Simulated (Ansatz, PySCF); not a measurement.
H₆S. Atoms are numbered in the order given.

```xyz
7

S      0.0000     0.0000     0.0000
H      0.0000     1.4063     0.0000
H      0.0000    -1.4063     0.0000
H     -1.4063     0.0000     0.0000
H      1.4063     0.0000     0.0000
H      0.0000     0.0000     1.4063
H      0.0000     0.0000    -1.4063
```

Geometry: ωB97X-D3(BJ)/def2-TZVP.

Vertical ionisation energy (IE) and electron affinity (EA) in eV. Rows of orbital energies are one-electron estimates. Where ΔSCF, EOM or ADC give a negative EA the extra electron is unbound and the value depends on the basis.

```csv
level,IE,EA
"−ε(HOMO), −ε(LUMO), HF/def2-TZVPD (PySCF)",9.70,-1.25
"−ε(HOMO), −ε(LUMO), ωB97X/def2-TZVPD (PySCF)",9.08,-0.82
"−ε(HOMO), −ε(LUMO), PBE/def2-TZVPD (PySCF)",5.65,1.93
ADC(2)/aug-cc-pVDZ (PySCF),8.92,-0.01
"ΔSCF, PBE0/def2-TZVPD (Ansatz), final states of multiplicity 2 and 2",9.27,-0.38
"ΔSCF, PBE/def2-TZVPD (Ansatz), final states of multiplicity 2 and 2",9.17,-0.24
```

Question: What vertical singlet–triplet gap does ΔSCF give with PBE0/def2-TZVPD (Ansatz, a first-principles code) and with PBE/def2-TZVPD (Ansatz)? (The exact figures need the calculation; the answer reports its results.)

Answer: 3.84 and 3.59 eV (triplet above singlet where positive).

Question: Beyond the first one, list the lowest photoelectron lines from ADC(2)/aug-cc-pVDZ (PySCF 2.14.0) with their pole strengths (two spins summed). (An estimate is asked for; the answer gives what the named calculation found.)

Answer: 16.69 eV (1.78), 16.69 eV (1.78), 16.69 eV (1.78).
